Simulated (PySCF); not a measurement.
C4H14SSi2, SMILES CC(C)([SiH2][SiH2]S)C (GFN2-xTB optimised geometry):

```
21

C      1.835    -1.777    -0.359
C      1.317    -0.385     0.000
C      1.837     0.621    -1.027
C      1.842     0.001     1.383
Si    -0.606    -0.385     0.000
Si    -1.511     1.740     0.000
S     -0.521     2.962     1.492
H      1.505    -2.070    -1.354
H      2.925    -1.794    -0.344
H      1.476    -2.520     0.350
H      1.532     1.634    -0.768
H      1.463     0.392    -2.024
H      2.927     0.600    -1.063
H      1.510    -0.711     2.137
H      1.498     0.991     1.674
H      2.932     0.011     1.386
H     -1.068    -1.203     1.130
H     -1.073    -1.054    -1.225
H     -2.927     1.817     0.366
H     -1.378     2.520    -1.234
H     -1.289     4.030     1.354
```

Calculation: B3LYP/def2-SVP (PySCF 2.14.0).

What are the frontier orbital energies and the dipole moment?

HOMO-2 -8.46 eV, HOMO-1 -7.71 eV, HOMO -6.75 eV, LUMO -0.41 eV, LUMO+1 0.15 eV; dipole moment 0.91 D.

Meta-Löwdin charges at B3LYP/def2-SVP: C1 -0.28, C2 -0.12, C3 -0.28, C4 -0.28, Si5 0.39, Si6 0.35, S7 -0.30, H8 0.09, H9 0.09, H10 0.09, H11 0.09, H12 0.09, H13 0.09, H14 0.09, H15 0.09, H16 0.09, H17 -0.09, H18 -0.10, H19 -0.09, H20 -0.10, H21 0.09.
